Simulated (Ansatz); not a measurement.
```yaml
crystal:
  periodic: [false, false, false]
  atoms:
    - {symbol: C, position_ang: [-0.522835, 0.465547, -0.430926]}
    - {symbol: Zn, position_ang: [0.710659, -0.643089, 0.554703]}
    - {symbol: Br, position_ang: [2.147982, -1.934898, 1.702619]}
    - {symbol: H, position_ang: [-1.419392, -0.101766, -0.687240]}
    - {symbol: H, position_ang: [-0.058619, 0.820316, -1.352883]}
    - {symbol: H, position_ang: [-0.815795, 1.329989, 0.167627]}
basis:
  gaussian: {orbitals: x2c-TZVPPall}
hamiltonian: {xc: {name: HF}}
correlation: {method: mp2, frozen_orbitals: {C: 9}}
output: {forces: true}
```

```sh
$ ansatz run in.yaml --threads 4 --pin off --events-out ev --progress --plain --max-ram 10444MiB
```

(1) How does Ansatz answer? (Estimate.)

Results:

(1) Ansatz gave: The input was rejected before any iteration.
```
Functional definition: HF
Error: "frozen_orbitals" has no count for Zn
```
